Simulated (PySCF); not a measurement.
CH4NO, charge +1, singlet, at a GFN2-xTB geometry. Base run: M062X/6-31G in PySCF.

Here is a job for PySCF.
```python
from pyscf import gto, scf, dft, solvent

mol = gto.Mole()
mol.atom = '''
    N     1.10015826    0.21594037    0.04590724
    C    -0.01944171   -0.42853510   -0.01516889
    O    -1.18046723    0.07163301   -0.03900407
    H     1.14809919    1.23261013    0.08195815
    H     1.99027847   -0.27101640    0.06068226
    H    -0.00328106   -1.52044704   -0.05151387
    H    -1.27581631    1.04541719   -0.00943132
'''
mol.basis = '6-31g'
mol.charge = 1
mol.verbose = 4
mol.build()

mf = dft.RKS(mol)
mf.xc = 'm062x'
mf.kernel()
```

The base run was repeated with changes; each row names its change, and settings that it needs were set with it.

```json
[
 {"change": "base", "ΔE vs base (kJ/mol)": "0.00", "HOMO-LUMO gap (eV)": "11.44"},
 {"change": "model = IEF-PCM; solvent = water; lebedev_order = 41", "ΔE vs base (kJ/mol)": "-317.5", "HOMO-LUMO gap (eV)": "11.38"},
 {"change": "model = IEF-PCM; solvent = water; vdw_scale = 1.1", "ΔE vs base (kJ/mol)": "-347.2", "HOMO-LUMO gap (eV)": "11.39"},
 {"change": "model = IEF-PCM; solvent = n-hexane", "ΔE vs base (kJ/mol)": "-145.8", "HOMO-LUMO gap (eV)": "11.42"},
 {"change": "model = IEF-PCM; solvent = water; vdw_scale = 1.4", "ΔE vs base (kJ/mol)": "-273.1", "HOMO-LUMO gap (eV)": "11.39"},
 {"change": "model = IEF-PCM; solvent = water; r_probe = 0.5", "ΔE vs base (kJ/mol)": "-244.6", "HOMO-LUMO gap (eV)": "11.40"},
 {"change": "model = SS(V)PE; solvent = water", "ΔE vs base (kJ/mol)": "-301.7", "HOMO-LUMO gap (eV)": "11.38"},
 {"change": "model = IEF-PCM; solvent = water", "ΔE vs base (kJ/mol)": "-316.9", "HOMO-LUMO gap (eV)": "11.38"},
 {"change": "model = IEF-PCM; solvent = 2-propanol", "ΔE vs base (kJ/mol)": "-303.4", "HOMO-LUMO gap (eV)": "11.39"},
 {"change": "model = ddCOSMO; solvent = water", "ΔE vs base (kJ/mol)": "-282.3", "HOMO-LUMO gap (eV)": "11.41"},
 {"change": "model = COSMO; solvent = water", "ΔE vs base (kJ/mol)": "-315.1", "HOMO-LUMO gap (eV)": "11.38"},
 {"change": "model = IEF-PCM; solvent = dichloromethane", "ΔE vs base (kJ/mol)": "-282.9", "HOMO-LUMO gap (eV)": "11.40"}
]
```

The base is the gas phase, so ΔE is the electrostatic part of solvation at a fixed geometry, without cavity and dispersion terms.
